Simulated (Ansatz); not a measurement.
`C[N](C)[Sn][F]` + H₂S → `[F][Sn][SH]` + dimethylamine  (ligand exchange at the Sn–N bond)

Isolated molecules relaxed with PBE0-D4/def2-TZVP in Ansatz; ΔE leaves out vibrations. CCSD(T)/CBS adds triple-zeta CCSD(T) − MP2 to the extrapolated MP2 energy (def2 sets, frozen cores). This one scheme is used for every species. Functionals use def2-TZVPP. HSE06 is defined as in plane-wave codes. def2 core potentials past Kr. For Sn outer-core shells are correlated without core-valence functions, which leaves a few kJ/mol of doubt a bond. Each species was taken in one conformer, which may not be the lowest.

```json
{"level": "HSE06-D4", "ΔE (kJ/mol)": "-52.6"}
{"level": "BLYP", "ΔE (kJ/mol)": "-51.0"}
{"level": "r2SCAN", "ΔE (kJ/mol)": "-48.2"}
{"level": "BHLYP", "ΔE (kJ/mol)": "-56.9"}
{"level": "LC-ωPBE", "ΔE (kJ/mol)": "-50.3"}
{"level": "CCSD/def2-TZVPP", "ΔE (kJ/mol)": "-40.9"}
{"level": "CCSD(T)/def2-TZVPP", "ΔE (kJ/mol)": "-36.8"}
{"level": "MP2/def2-QZVPP", "ΔE (kJ/mol)": "-36.2"}
```

(1) What does CCSD(T)/CBS give? (Estimate.)

Largest T1 diagnostic among the species: 0.017.

Results:

(1) Ansatz gave: -39.6 kJ/mol. The listed levels differ from it by -13.0, -11.4, -8.6, -17.3, -10.7, -1.3, 2.8, 3.4 kJ/mol.

The D4 term adds +8.1 kJ/mol with B3LYP and +4.5 kJ/mol with PBE0; it sums over pairs of atoms, weighted by their polarisabilities, and B3LYP, whose exchange is more repulsive, gets the larger term. From BLYP to BHLYP (50 % exact exchange), in def2-TZVPP and without D4, ΔE moves by −5.9 kJ/mol.

B3LYP here is the variant with VWN-RPA as its local correlation; programs differ in this.
